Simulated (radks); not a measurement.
The mean radii <r> (bohr) of the occupied orbitals of an atom or ion are listed with their occupations. All-electron calculation, scalar-relativistic Kohn-Sham, r2SCAN, spin-unpolarised, spherical densities, finite nucleus; meta-GGA in the generalised Kohn-Sham scheme; Fermi nuclear charge, rms radius of each element as measured or else 0.836 A^(1/3) + 0.57 fm. Program: a radial shooting solver on a logarithmic mesh with Libxc functionals.

orbital  occ.      <r>
1s          2  0.02151
2s          2  0.09148
2p          6  0.08089
3s          2   0.2390
3p          6   0.2378
3d         10   0.2165
4s          2   0.5412
4p          6   0.5727
4d         10   0.6215
5s          1    1.284
5p          6    1.460
4f          8   0.8046

Name the element and its charge.

Answer. Z = 65, terbium, charge +4: Tb4+ in [Kr] 4d10 4f8 5s1 5p6. The 1s radius gives Z: for a bare nucleus <r> = (2 gamma + 1)/(2Z) with gamma = sqrt(1 - (Z/c)^2), 0.02124 bohr for Z = 65, and screening makes it slightly larger (0.02151 here). The occupations add up to 61, and the charge is Z minus that.
